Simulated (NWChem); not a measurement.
System: C5H3N3; SMILES N#Cc1cncnc1

The following NWChem deck was run.

```
start job
memory heap 200 mb stack 900 mb global 1100 mb
geometry units angstroms noautosym nocenter noautoz
  N      0.000000     0.000000    -3.165907
  C      0.000000     0.000000    -2.006724
  C      0.000000     0.000000    -0.578366
  C      0.000000    -1.191831     0.162268
  N      0.000000    -1.188913     1.486557
  C      0.000000     0.000000     2.083729
  N      0.000000     1.188913     1.486557
  C      0.000000     1.191831     0.162268
  H      0.000000    -2.162800    -0.345623
  H      0.000000     0.000000     3.180036
  H      0.000000     2.162800    -0.345623
end
basis spherical
  * library 6-31g*
end
dft
  xc m05-2x
  iterations 150
end
cosmo
  dielec 3.9
end
task dft energy
```

All runs use the structure optimised with PBE0/def2-SVP.

Level: M05-2X/6-31G* with COSMO at NWChem's default radii, gas-phase geometry; the question gives the dielectric constant.

**Question.** Predict the main results of this run. (M05-2X/6-31G* (spherical d), COSMO on the gas-phase geometry.) Quantities: electrostatic solvation energy (kcal/mol); dipole in solution (D).

**Answer.** 
```
Property                                   Value
-----------------------------------------  -----
electrostatic solvation energy (kcal/mol)   -5.8
dipole in solution (D)                      2.26
```
